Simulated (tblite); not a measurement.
Compound: C7H7FN (doublet state).
Atom-mapped SMILES: `[NH:1][c:2]1[cH:3][cH:4][cH:5][c:6]([CH2:7][F:8])[cH:9]1` (hydrogens: H10 on N1; H11 on C3; H12 on C4; H13 on C5; H14, H15 on C7; H16 on C9)

Structure optimised with GFN2-xTB, isolated species. This method treats the open shell by occupation alone, without spin polarisation.

Q: Give the optimised bond lengths and angles.

A: 
```tsv
bond	length (Å)
N1–C2	1.306
C2–C3	1.435
C3–C4	1.369
C4–C5	1.395
C5–C6	1.398
C6–C7	1.505
C7–F8	1.371
C6–C9	1.374
C2–C9	1.429
N1–H10	1.018
C3–H11	1.081
C4–H12	1.080
C5–H13	1.079
C7–H14, C7–H15	1.096
C9–H16	1.079
```

Bonds in one row agree within 0.01 Å and their mean is given. A selection of angles:
```tsv
angle	degrees
N1–C2–C3	125.3
N1–C2–C9	117.6
C3–C2–C9	117.1
C2–C3–C4	120.7
C3–C4–C5	120.7
C4–C5–C6	120.2
C5–C6–C7	120.9
C5–C6–C9	120.0
C7–C6–C9	119.1
C6–C7–F8	112.1
C2–C9–C6	121.3
H10–N1–C2	113.5
```

Torsions: C5–C6–C7–F8 0° (synperiplanar); H10–N1–C2–C3 0° (synperiplanar).

C5 (carbon bonded to 2 C and H) is planar (angles 120.2°, 120.1° and 119.7°, sum 360.0°, 0.00 Å off the plane of its three neighbours). C6 (carbon bonded to 3 C) is planar (angles 120.9°, 120.0° and 119.1°, sum 360.0°, 0.00 Å off the plane of its three neighbours). Of the pairs four or more bonds apart, F8···H13 is among the closest relative to their van der Waals radii: 2.37 Å, 89 % of the sum of Bondi's values. C9 (carbon bonded to 2 C and H) is planar (angles 121.5°, 121.3° and 117.3°, sum 360.0°, 0.00 Å off the plane of its three neighbours). C3 (carbon bonded to 2 C and H) is planar (angles 120.9°, 120.7° and 118.4°, sum 360.0°, 0.00 Å off the plane of its three neighbours). The 9 heavy atoms lie in one plane (0.001 Å rms). C2 (carbon bonded to 2 C and N) is planar (angles 125.3°, 117.6° and 117.1°, sum 360.0°, 0.00 Å off the plane of its three neighbours).

Point group: Cs (tolerance 0.08 Å). Its lowest GFN2-xTB frequency is 14 cm⁻¹, too small to tell a flat minimum from a shallow saddle. Torsions: H–N1–C2–C3 0°, C5–C6–C7–F8 0°. 2 starts were optimised and ended at 0.00 and 0.65 kcal/mol (GFN2-xTB); the lowest of these is shown.

One conformer stands for the species.

These are computed values.
